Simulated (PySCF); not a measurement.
A structure optimised at PBE-D3(BJ)/def2-SVP, used in a PySCF frequency run:

```
Si
O 1 1.6739
H 2 0.9734 1 115.80
H 1 1.4937 2 104.77 3 174.15
C 1 1.8744 4 113.05 2 -124.04
H 5 1.1087 1 110.28 4 -58.15
H 5 1.1087 6 107.86 1 121.57
H 5 1.1095 6 108.61 7 117.56
Br 1 2.2602 4 107.96 2 117.71
```

Q: Write its SMILES and formula.

A: C[SiH](O)Br, CH₅BrOSi

Q: What are its rotational constants (standard atomic weights)?

A: 5.7359, 1.9704, 1.5907 GHz
